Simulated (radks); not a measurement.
The numbers below are computed, except where a source is named.
Valence configurations of the promethium ion Pm2+ (all share [Xe]). Code: a radial shooting solver on a logarithmic mesh with Libxc functionals. Model: Dirac Kohn-Sham, BLYP, spin-unpolarised, spherical densities, finite nucleus; open shells are shared between the two j in proportion to 2j + 1; Fermi nuclear charge, rms radius 4.962 fm. Energies are relative to 4f5; eigenvalues in eV.

| valence | E (eV) | e(4f5/2) | e(4f7/2) | e(5d3/2) | e(5d5/2) | e(6p1/2) |
|---|---|---|---|---|---|---|
| 4f5 | 0.000 | -15.313 | -14.839 | - | - | - |
| 4f4.5 5d0.5 | 1.190 | -17.972 | -17.473 | -14.484 | -14.205 | - |
| 4f4.5 6s0.5 | 1.309 | -19.153 | -18.652 | - | - | - |
| 4f4 5d1 | 3.415 | -20.922 | -20.397 | -15.230 | -14.925 | - |
| 4f4 6p1 | 8.444 | -24.535 | -24.007 | - | - | -12.335 |
| 4f3 5d1 6s1 | 13.124 | -30.239 | -29.662 | -18.564 | -18.175 | - |
| 4f3 6s2 | 15.566 | -33.124 | -32.544 | - | - | - |
| 4f3 6s1 6p1 | 20.286 | -34.186 | -33.605 | - | - | -13.594 |
| 4f3 6p2 | 25.090 | -35.223 | -34.642 | - | - | -14.074 |
| 4f2 5d1 6s1 6p1 | 36.001 | -41.839 | -41.209 | -23.034 | -22.545 | -14.010 |

NIST lists [Xe] 4f5 as the ground configuration; this level of theory agrees among the configurations tried. The energies are those of spherical spin-averaged densities, not of single terms.
